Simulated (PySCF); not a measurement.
Correlation energy of S (sulfur, neutral)

[Ne] 3s1 3p5, high-spin 3P determinant (an excited configuration). All numbers are calculated (PySCF 2.14, the spin-free X2C one-electron Hamiltonian (Gaussian nucleus), in x2c-QZVPPall (9s6p4d2f1g, 70 functions)). Frozen: [Ne]; 6 electrons correlated.

| level | correlation energy (mhartree) |
| --- | --- |
| CCSD | -220.01 |
| (T) | -22.70 |
| CCSD(T) | -242.71 |

Diagnostics: T1 = 0.030, D1 = 0.0695, largest double amplitude 0.213.

Is a single reference adequate?

Not fully. T1 exceeds 0.03, a sign that the reference determinant is poor. A double-excitation amplitude exceeds 0.15, a sign of near-degeneracy.
